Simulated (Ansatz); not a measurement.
# A basis-limit estimate, worked out

An elementary step of BSiH₅Cl₂O, singlet (BHCl₂ ([Cl][BH][Cl]) + SiH₄O ([OH][SiH3]) → BHCl₂O ([OH][B]([Cl])[Cl]) + SiH₄; B–H, Si–O broken or loosened, B–O, H–Si formed or tightened). “Start” and “end” are the PBE0-D4/def2-TZVP structures reached by relaxing down either side of its saddle point, with the molecules still in contact.

Computed with Ansatz 0.2.0 (basis: def2-TZVPP and def2-QZVPP); correlated methods freeze the cores.

Energies in eV:

| quantity | end | start |
| --- | --- | --- |
| Hartree–Fock, triple zeta (X = 3) | -35663.23803 | -35662.87443 |
| Hartree–Fock, quadruple zeta (X = 4) | -35664.30382 | -35663.95151 |
| MP2 correlation, X = 3 | -23.37348 | -23.62542 |
| MP2 correlation, X = 4 | -25.40941 | -25.69123 |
| CCSD(T) correlation, X = 3 | -26.03774 | -26.21601 |

(1) Work out the step energy at the basis limit: extrapolate Hartree–Fock as E(X) = E∞ + A exp(−7.88 √X) and the MP2 correlation as E(X) = E∞ + B X^−2.97 (the exponents that Neese and Valeev fitted for def2-TZVPP and QZVPP), then add CCSD(T) − MP2 in triple zeta.

T1 diagnostic: at most 0.012.

Answers

(1) Each step is linear, so take the differences first (end − start): Hartree–Fock -0.36360 (X = 3) and -0.35231 (X = 4); MP2 correlation 0.25194 and 0.28182; CCSD(T) correlation 0.17827.
Two points give E∞ = E(4) + w [E(4) − E(3)], with w = 1/(exp(7.88 (2 − √3)) − 1) = 0.1377 for Hartree–Fock and w = 1/((4/3)^2.97 − 1) = 0.7407 for the correlation.
Hartree–Fock: -0.35231 + 0.1377 × 0.01129 = -0.3508 eV.
MP2 correlation: 0.28182 + 0.7407 × 0.02988 = 0.3040 eV.
CCSD(T) − MP2: 0.17827 − 0.25194 = -0.0737 eV.
Sum: -0.3508 + 0.3040 + (-0.0737) = -0.1205 eV, or -2.78 kcal/mol. Plain CCSD(T) in triple zeta gives -0.1853 eV, so the larger basis shifts the result by 0.0648 eV.

Ligand swaps between two centres remove the fluorinated layer in thermal atomic layer etching, and scramble precursors in the gas phase.

Labels in which every atom is bracketed show which atoms are joined, not bond orders.

For scale, one of the runs: CCSD(T)/def2-TZVPP, 258 basis functions, launched by `ansatz run in.yaml --threads 8 --pin off --events-out ev --progress --plain --max-ram 19148MiB`. Hardware: 8 CPU threads of an Intel Xeon 6975P-C, shared host. Wall time 23 s; peak host memory 6.3 GiB.
